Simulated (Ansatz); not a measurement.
`[OH][InH][OH]`, 6 atoms. The species carries charge 0 and has multiplicity 1. Correlated methods include outer-core shells of In, which these sets cover unevenly. In: def2 effective core potential. Hardware: A = 2 threads of a server CPU on a shared host; B = 2 threads of an AMD EPYC 7R13 on a shared host and a share of an NVIDIA H100 80 GB. Correlated methods freeze the cores. Open-shell runs search over several starts.

Question: Give the basis size and wall time and peak host memory of each of these runs in Ansatz. UKS PBE-D4/def2-TZVPP energy of the cation [A]; RKS PBE0-D4/def2-SVP energy [A]; UKS r2SCAN-D4/def2-TZVPP energy of the cation [A]; direct RPA on PBE orbitals/def2-TZVPP energy [A]; RKS r2SCAN0-D4/def2-TZVPP energy [A]; UKS B3LYP-D4/def2-TZVPP energy of the cation [A]; RKS BLYP-D4/def2-TZVPP energy [A]; UKS B2PLYP (frozen core)/def2-TZVPP energy of the cation [A]; RHF-CCSD(T)/def2-SVP energy [A]; RKS PBE0-D4/def2-TZVP frequencies [A]; RHF-CCSD(T)/def2-QZVPP energy [B]; RHF-CCSD(T)/def2-TZVPP energy [A]. (Estimate.)

Answer: Ansatz gave: Other jobs shared the machine, so times are rough.

```csv
level,job,functions,wall time,peak host memory (GiB)
RKS PBE0-D4/def2-SVP,energy [A],69,3.3 s,0.34
RKS BLYP-D4/def2-TZVPP,energy [A],154,3.6 s,0.32
RHF-CCSD(T)/def2-SVP,energy [A],69,3.9 s,0.34
RKS r2SCAN0-D4/def2-TZVPP,energy [A],154,6.5 s,0.34
RHF-CCSD(T)/def2-QZVPP,energy [B],286,6.5 s,0.86
direct RPA on PBE orbitals/def2-TZVPP,energy [A],154,9.5 s,0.34
UKS B3LYP-D4/def2-TZVPP,energy of the cation [A],154,16 s,0.53
UKS PBE-D4/def2-TZVPP,energy of the cation [A],154,23 s,0.35
UKS r2SCAN-D4/def2-TZVPP,energy of the cation [A],154,29 s,0.38
RHF-CCSD(T)/def2-TZVPP,energy [A],154,52 s,1.3
UKS B2PLYP (frozen core)/def2-TZVPP,energy of the cation [A],154,55 s,0.54
RKS PBE0-D4/def2-TZVP,frequencies [A],130,100 s,0.34
```

B3LYP here is the variant with VWN-RPA as its local correlation; programs differ in this.
